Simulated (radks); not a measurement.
Values are calculated unless marked as measured or tabulated.
Q: The mean radii <r> (bohr) of the occupied orbitals of an atom or ion are listed with their occupations. Code: a radial shooting solver on a logarithmic mesh with Libxc functionals. Model: scalar-relativistic Kohn-Sham, PBE, spin-unpolarised, spherical densities, point nucleus.

orbital  occ.      <r>
1s          2  0.03186
2s          2   0.1374
2p          6   0.1197
3s          2   0.3496
3p          6   0.3420
3d          2   0.3073

Name the element and its charge.

A: Z = 46, palladium, charge +26: Pd26+ in [Ar] 3d2. The 1s radius gives Z: for a bare nucleus <r> = (2 gamma + 1)/(2Z) with gamma = sqrt(1 - (Z/c)^2), 0.03135 bohr for Z = 46, and screening makes it slightly larger (0.03186 here). The occupations add up to 20, and the charge is Z minus that.
